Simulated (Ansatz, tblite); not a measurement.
Cost and result up the ladder for Be2Te2 (the lowest singlet isomer of a short search) (4 atoms). Total charge 0; singlet. Geometry: PBE0-D4/def2-TZVP.

```xyz
4

Be    0.399   -0.097   -0.960
Be   -0.399    0.097    0.960
Te   -0.900    1.711   -0.547
Te    0.900   -1.711    0.547
```

Ansatz on 4 threads of Arm Neoverse V1 on a shared host; xTB runs through tblite on one thread. Times are rough, summed over both states, and most runs start from the orbitals of an earlier one. CCSD(T)/def2-TZVPP serves as the yardstick here, not as an exact answer. The other state is a quintet at its own geometry, which has other bonds, so the gap mixes isomer and spin.

In the def2 sets Te takes a core potential; there is no spin–orbit coupling. The xTB rows come from tblite. B3LYP takes the VWN-RPA correlation. Correlated methods freeze 8 core orbitals; core or outer-core shells of Te are correlated, in sets that lack core-valence functions. HOMO above LUMO, or a gap near zero within one spin, warns that the state may not be the lowest or that an electron is smeared out. The structure comes from a short search, and lower isomers may exist.

Run but left out: BLYP-D4/def2-TZVP (quintet: an occupied level 0.08 eV above an empty one).

Correlated methods converge slowly with the basis.

xTB has no spin-polarisation term.

```tsv
level	functions	quintet − singlet (eV)	difference from CCSD(T)/def2-TZVPP (eV)	remarks
CAM-B3LYP-D4/def2-TZVP	138	4.89	0.07	–
GFN1-xTB	26	4.18	-0.64	–
HF/def2-TZVP	138	3.29	-1.52	–
CCSD(T)/def2-TZVPP	138	4.81	0.00	–
r2SCAN0-D4/def2-TZVP	138	4.66	-0.16	–
GFN2-xTB	26	4.82	0.01	–
RPA@PBE/def2-TZVP	138	4.41	-0.40	–
PBE0-D4/def2-TZVP	138	4.81	-0.01	–
B3LYP-D4/def2-TZVP	138	4.90	0.08	–
MP2/def2-TZVP	138	5.16	0.34	–
r2SCAN-D4/def2-TZVP (with forces)	138	4.71	-0.11	–
PBE-D4/def2-TZVP	138	4.85	0.04	gap within one spin near zero (quintet)
```

Task: Estimate how long each takes.

Result: GFN1-xTB 0.004 s; GFN2-xTB 0.01 s; MP2/def2-TZVP 3.6 s; HF/def2-TZVP 3.9 s; PBE-D4/def2-TZVP 5.3 s; B3LYP-D4/def2-TZVP 7 s; PBE0-D4/def2-TZVP 7.5 s; CAM-B3LYP-D4/def2-TZVP 8.2 s; RPA@PBE/def2-TZVP 8.2 s; r2SCAN-D4/def2-TZVP (with forces) 13 s; r2SCAN0-D4/def2-TZVP 15 s; CCSD(T)/def2-TZVPP 35 s. On shared hardware such times vary by a factor of up to 3.
